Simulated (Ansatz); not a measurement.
Two members of one family (Ge nanocrystals, hexagonal, H-capped), computed with Ansatz in the gas phase. Binding counts from free atoms in the multiplicity of their measured ground term, without zero-point energy. Sets without diffuse functions give affinities that are too small. A dash marks a value that wasn't run or was left out as unsound. The structures are stationary points that may keep the symmetry of their start. Remarks come from the PBE and PBE0 runs and from stability tests at other levels; not every state was tested. A HOMO above zero means that the electron is unbound at that level and held by the basis, or that self-interaction error raises the level; the energy of removing that electron tells which. HOMO above LUMO (over both spins in singlets and doublets, within one spin in higher multiplets; at PBE or PBE0), or a gap under 0.15 eV within one spin, warns that the state may not be the lowest or that an electron is smeared out.

First: Ge23H30, rod (singlet, charge 0, PBE-D4/def2-SVP geometry).

```xyz
53

Ge   -1.736   -1.679   -4.874
Ge   -0.458   -2.754   -3.074
Ge   -0.218    1.873   -3.820
Ge   -2.283    0.622   -4.243
Ge    1.054    0.782   -2.012
Ge   -0.134   -1.206   -1.203
Ge    3.234   -1.071    1.023
Ge    1.143   -2.282    0.609
Ge    4.511   -2.155    2.820
Ge    3.302   -4.101    3.669
Ge   -3.610    0.612   -2.182
Ge   -2.326   -0.477   -0.380
Ge   -0.176   -2.342    2.674
Ge    1.100   -3.419    4.476
Ge   -0.758    4.175   -3.180
Ge    1.395    2.325   -0.139
Ge    2.679    1.229    1.654
Ge   -2.085    4.140   -1.123
Ge   -4.159    2.909   -1.535
Ge   -0.806    3.037    0.673
Ge   -2.000    1.063    1.500
Ge    1.369    1.146    3.719
Ge   -0.731   -0.040    3.301
H    -0.903   -1.680   -6.190
H    -3.048   -2.476   -5.140
H     0.933   -3.212   -3.606
H    -1.208   -4.021   -2.568
H     0.655    1.876   -5.114
H    -3.092    1.323   -5.378
H     2.444    0.336   -2.568
H     4.076   -1.063   -0.291
H     1.487   -3.748    0.190
H     5.918   -2.571    2.302
H     4.716   -1.143    3.985
H     3.119   -5.126    2.512
H     4.110   -4.798    4.802
H    -4.922   -0.199   -2.419
H    -3.112   -1.732    0.117
H    -1.489   -3.142    2.406
H     0.317   -4.644    5.032
H     1.284   -2.407    5.645
H    -1.562    4.867   -4.321
H     0.553    4.984   -2.954
H     2.178    3.577   -0.648
H     3.997    2.028    1.906
H    -2.418    5.602   -0.688
H    -4.972    3.599   -2.671
H    -5.039    2.903   -0.250
H    -0.608    4.037    1.855
H    -3.395    1.502    2.044
H     2.180    0.401    4.821
H     1.080    2.588    4.231
H    -1.589   -0.051    4.605
```

| level | HOMO (eV) | LUMO (eV) | gap (eV) | vertical EA (eV) | binding per atom (eV) |
| --- | --- | --- | --- | --- | --- |
| PBE-D4/def2-SVP | -5.85 | -2.07 | 3.78 | 0.80 | 2.94 |
| r2SCAN-D4/def2-SVP | -6.10 | -1.95 | 4.14 | – | 2.96 |
| PBE0-D4/def2-SVP | -6.75 | -1.40 | 5.35 | 0.58 | 2.94 |

Remarks: HOMO above zero (-1 doublet), gap within one spin near zero at PBE or PBE0 (-1 doublet).

Second: Ge24H30 (singlet, charge 0, PBE-D4/def2-SVP geometry).

Cartesian coordinates in Å:
```
Ge 1.1639 0.1137 -4.4585
Ge -0.3417 2.0165 -4.8516
Ge 2.6017 -2.4976 -1.7206
Ge 4.3008 -1.8816 -0.0691
Ge 1.0927 -0.5867 -2.1114
Ge 1.7299 1.3117 -0.6951
Ge -1.4549 2.6309 -2.7598
Ge 0.2238 3.2269 -1.0757
Ge 3.1918 -1.2857 2.0298
Ge 1.6847 0.6298 1.6614
Ge 2.3393 2.5353 3.0565
Ge -0.8597 3.8536 1.0305
Ge 0.8435 4.4491 2.6860
Ge 1.3125 -4.4149 -0.9108
Ge -1.2133 -1.1850 -1.5263
Ge -2.7309 0.7207 -1.9090
Ge 0.2201 -3.8072 1.1937
Ge 1.9070 -3.1978 2.8605
Ge -1.3033 -1.9048 0.8176
Ge -0.6299 0.0126 2.1910
Ge -3.8616 1.3075 0.1849
Ge -2.1452 1.9239 1.8214
Ge -3.6102 -2.5120 1.3805
Ge -5.1317 -0.6184 1.0048
H 2.6236 0.5087 -4.8312
H 0.7528 -1.0840 -5.3641
H 0.4703 3.2294 -5.3945
H -1.4043 1.6355 -5.9243
H 3.2940 -2.8650 -3.0716
H 5.1204 -0.6653 -0.5923
H 5.2895 -3.0637 0.1574
H 3.1848 1.7454 -1.0623
H -2.4188 3.8400 -2.9750
H 1.0772 4.4265 -1.5973
H 4.2624 -0.8751 3.0896
H 3.8065 2.9359 2.7211
H 2.2970 2.1118 4.5550
H -1.8311 5.0487 0.7747
H 1.6646 5.6716 2.1819
H 0.1604 4.8537 4.0255
H 2.2450 -5.6450 -0.7023
H 0.2362 -4.8031 -1.9656
H -1.6692 -2.3720 -2.4334
H -3.7954 0.2939 -2.9706
H -0.6193 -5.0160 1.7169
H 2.8510 -4.4048 3.1398
H 1.2068 -2.8164 4.1972
H -0.7080 -0.3979 3.6966
H -4.7999 2.5305 -0.0627
H -2.8294 2.2774 3.1806
H -4.0498 -3.7255 0.5095
H -3.6739 -2.9539 2.8720
H -6.2208 -1.0138 -0.0349
H -5.8523 -0.2482 2.3338
```

Question: What does the change do? Estimate second minus first.

Answer: 
```json
{"level": "PBE-D4/def2-SVP", "Δ HOMO (eV)": "0.06", "Δ LUMO (eV)": "-0.11", "Δ gap (eV)": "-0.17", "Δ vertical EA (eV)": "0.16", "Δ binding per atom (eV)": "0.02"}
{"level": "r2SCAN-D4/def2-SVP", "Δ HOMO (eV)": "0.06", "Δ LUMO (eV)": "-0.12", "Δ gap (eV)": "-0.17", "Δ vertical EA (eV)": "–", "Δ binding per atom (eV)": "0.02"}
{"level": "PBE0-D4/def2-SVP", "Δ HOMO (eV)": "0.05", "Δ LUMO (eV)": "-0.13", "Δ gap (eV)": "-0.17", "Δ vertical EA (eV)": "0.15", "Δ binding per atom (eV)": "0.02"}
```

Remarks: HOMO above zero (-1 doublet).
